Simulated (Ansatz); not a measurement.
`C#[C][AlH][GeH3]` + `F[SiH3]` → `F[SiH2][AlH][GeH3]` + `C#C`  (formal exchange of groups at the Al–C bond)

Program: Ansatz. Geometries: PBE0-D4/def2-TZVP. ΔE: electronic, gas phase. CCSD(T)/CBS is the MP2 limit (def2-TZVPP, def2-QZVPP) plus CCSD(T) − MP2 in def2-TZVPP, frozen cores. This one scheme is used for every species. DFT in def2-TZVPP. For Ge outer-core shells are correlated without core-valence functions, which leaves a few kJ/mol of doubt a bond. Scalar relativity is left out up to krypton. Each species was taken in one conformer, which may not be the lowest.

(1) Is it downhill or uphill in electronic energy at CCSD(T)/CBS, and by how much? (Estimate.)

(2) What do these levels give: PBE-D4, PBE0-D4, ωB97X-V, ωB97M-V, r2SCAN, PBE0, HF/def2-TZVPP, MP2/def2-TZVPP, CCSD/def2-TZVPP, CCSD(T)/def2-TZVPP, HF/def2-QZVPP, SCS-MP2/def2-QZVPP? (Estimate.)

Largest T1 diagnostic among the species: 0.013.

Results:

(1) Computed: Uphill: ΔE = +72.4 kJ/mol.

(2) The calculation gave: PBE-D4 55.0, PBE0-D4 59.5, ωB97X-V 69.3, ωB97M-V 75.2, r2SCAN 70.9, PBE0 60.4, HF/def2-TZVPP 85.3, MP2/def2-TZVPP 85.5, CCSD/def2-TZVPP 74.8, CCSD(T)/def2-TZVPP 75.0, HF/def2-QZVPP 85.5, SCS-MP2/def2-QZVPP 84.2 kJ/mol.

From PBE to PBE0 (25 % exact exchange), in def2-TZVPP and without D4, ΔE moves by +4.6 kJ/mol.
